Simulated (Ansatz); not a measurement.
Isolated molecules relaxed with PBE0-D4/def2-TZVP in Ansatz; ΔE leaves out vibrations. CCSD(T)/CBS is the MP2 limit (def2-TZVPP, def2-QZVPP) plus CCSD(T) − MP2 in def2-TZVPP, frozen cores. For Mg outer-core shells are correlated without core-valence functions, which leaves a few kJ/mol of doubt a bond. One conformer a species, not always the lowest.

Consider the ligand exchange at the Si–O bond: `[SiH3][O][Al]([Cl])[Cl]` + `[OH][Mg][F]` → `[F][Mg][O][SiH3]` + `[OH][Al]([Cl])[Cl]`.

```tsv
species	MP2/def2-QZVPP energy (Eh)
`[SiH3][O][Al]([Cl])[Cl]`	-1527.72659
`[OH][Mg][F]`	-375.48953
`[F][Mg][O][SiH3]`	-665.78474
`[OH][Al]([Cl])[Cl]`	-1237.43653
```

Q: Work out ΔE.

A: ΔE = (-665.78474) + (-1237.43653) − (-1527.72659) − (-375.48953) = -0.00515 Eh = -0.14 eV. CCSD(T)/CBS gives -0.15 eV.

Largest T1 diagnostic among the species: 0.012.

In def2-TZVPP, CCSD(T) changes the Hartree–Fock value by −0.05 eV (the triples alone add −0.01 eV) and MP2 by −0.04 eV. Leaving LDA and LC-ωPBE aside and taking each functional with its dispersion term where it has one, the values, not all of them listed here, spread over 0.09 eV, from B97M-V to BHLYP-D4. From BLYP to BHLYP (50 % exact exchange), in def2-TZVPP and without D4, ΔE moves by +0.04 eV.
